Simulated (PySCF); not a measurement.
H10OSi4, SMILES `O[Si]([SiH3])([SiH3])[SiH3]` (H–O–Si–Si torsion 60°), neutral singlet in the gas phase. 

Z-matrix (Å, degrees):
```
Si
O 1 1.6665
H 2 0.9590 1 116.85
Si 1 2.3385 2 107.09 3 -179.97
H 4 1.4875 1 111.26 2 60.92
H 4 1.4875 5 109.08 1 123.12
H 4 1.4890 5 108.75 6 118.47
Si 1 2.3488 2 112.18 3 -60.50
H 8 1.4883 1 111.57 2 -61.61
H 8 1.4887 9 108.85 1 120.56
H 8 1.4906 9 108.23 10 117.62
Si 1 2.3489 2 112.19 3 60.56
H 12 1.4883 1 111.57 2 61.62
H 12 1.4887 13 108.85 1 -120.55
H 12 1.4906 13 108.23 14 -117.61
```
Charge 0, spin multiplicity 1.

All levels are single points at this geometry (PBE0-D3(BJ)/def2-TZVP); Pople sets use spherical d functions. Orbital energies aren't observables, and empty levels follow the basis.

```
level                           HOMO (eV)  LUMO (eV)  gap (eV)  dipole (D)  vertical IE, Delta-SCF (eV)
------------------------------  ---------  ---------  --------  ----------  ---------------------------
PBE0-D3(BJ)/def2-TZVP in PySCF      -7.46      -1.04      6.42        1.10                         9.12
B3LYP/6-31G* in PySCF               -7.11      -0.83      6.28        1.17                         9.04
PBE/6-31G* in PySCF                 -6.16      -1.52      4.64        1.15                         8.75
SVWN5/6-31G* in PySCF               -6.22      -1.66      4.56        1.17                         8.83
HF/6-31G* in PySCF                 -10.00       2.50     12.51        1.24                         8.86
HF/STO-3G in PySCF                  -7.20       9.56     16.75        0.91                            –
```
